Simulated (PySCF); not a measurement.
Two-component Hartree-Fock for Pb⁺ (lead, charge +1)

Start: [Xe] 4f14 5d10 6s2 6p1; 6p1/2 filled at m_j = +1/2. Calculated with PySCF 2.14 in x2c-SVPall-2c with one added diffuse shell each of s, p type (8s12p7d2f, 93 functions): generalised Hartree-Fock with the X2C-1e Hamiltonian and a Gaussian nucleus; one run each with spin-orbit coupling (SO) switched off, then screened by Boettger's factors.

```csv
spinor shell,electrons,"ε, spin-free (eV)","ε, screened SO (eV)",weight of nominal j (screened SO),"rms radius, screened SO (bohr)"
1s1/2,2,-88510.9,-88471.2,1.000,0.0181
2s1/2,2,-15997.0,-15983.9,1.000,0.0730
2p1/2,2,-13743.4,-15327.4,1.000,0.0617
2p3/2,4,-13743.4,-13132.2,1.000,0.0700
3s1/2,2,-3919.6,-3914.8,1.000,0.186
3p1/2,2,-3263.6,-3619.2,1.000,0.178
3p3/2,4,-3263.6,-3122.4,1.000,0.195
3d3/2,4,-2580.8,-2640.7,1.000,0.171
3d5/2,6,-2580.8,-2536.1,1.000,0.175
4s1/2,2,-933.24,-931.29,1.000,0.408
4p1/2,2,-714.53,-801.99,1.000,0.412
4p3/2,4,-714.53,-678.85,1.000,0.446
4d3/2,4,-455.00,-467.38,1.000,0.459
4d5/2,6,-455.00,-444.50,1.000,0.464
5s1/2,2,-175.12,-174.32,1.000,0.916
4f5/2,6,-167.10,-168.65,1.000,0.495
4f7/2,8,-167.10,-163.75,1.000,0.496
5p1/2,2,-112.03,-128.05,1.000,0.982
5p3/2,4,-112.03,-104.97,1.000,1.07
5d3/2,4,-37.152,-38.149,1.000,1.38
6s1/2,2,-22.381,-22.102,0.997,2.47
6p1/2,1,-13.432,-14.810,1.000,3.03
```

Problem. Where does 5d5/2 lie, and what is the 5d spin-orbit splitting (screened SO)?

Solution. At -35.450 eV, 2.699 eV above 5d3/2.

| quantity | spin-free | screened SO |
| --- | --- | --- |
| E (hartree) | -20864.22158 | -20901.95420 |
| M_J | 1/2 | 1/2 |
| ⟨J²⟩ | 1.185 | 0.760 |
| ⟨L²⟩ | 2.026 | 2.206 |
| ⟨S²⟩ | 0.759 | 0.939 |

Each row is a mean over spinors that exchange with the open shell spreads, by up to 0.618 eV (6s1/2).

Breit and QED terms are absent; they matter most for the inner s and p1/2 levels.

Densities and radii are taken from the X2C orbitals without a picture-change correction, which distorts them close to the nucleus.

Without spin-orbit coupling the j labels of p, d and f shells carry no meaning; the spin-free column gives the mean over the occupied spinors of each nl shell, and its ⟨J²⟩ belongs to a mixture of degenerate components.
